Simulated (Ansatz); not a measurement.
AlBrH2S2, SMILES `[SH][Al]([SH])[Br]`, relaxed with RKS PBE-D4/def2-SVP in the Gaussian-basis code of Ansatz from a rough embedded geometry. The force threshold is 0.03 eV/Å; the program also tests the step.

Total charge 0; spin multiplicity 1.

Start:

```xyz
6

S    -0.106    2.061    0.002
Al   -0.278   -0.147    0.186
S     1.310   -1.480   -0.699
Br   -2.184   -1.088    1.225
H     0.629    2.170    1.254
H     0.630   -1.516   -1.968
```

```tsv
step	energy (eV)	largest force (eV/Å)	largest move (Å)
1	-98309.4832	1.738	0.000
2	-98309.6940	0.677	0.143
3	-98309.7197	0.104	0.065
4	-98309.7612	0.407	0.197
5	-98309.8145	0.719	0.197
6	-98309.8917	0.598	0.195
7	-98309.9611	0.500	0.195
8	-98310.0170	0.478	0.194
9	-98310.0573	0.495	0.194
10	-98310.0700	0.737	0.166
11	-98310.1063	0.021	0.163
12	-98310.1082	0.213	0.082
13	-98310.1105	0.005	0.039
```

End:

```xyz
6

S    -0.237    1.866    0.587
Al   -0.566   -0.284    0.320
S     0.705   -1.631   -0.852
Br   -2.367   -1.188    1.339
H     0.918    1.875   -0.139
H     1.547   -0.637   -1.256
```

It took 20 s on 2 threads of a server CPU on a shared host, with 0.14 GiB of host memory at the peak.
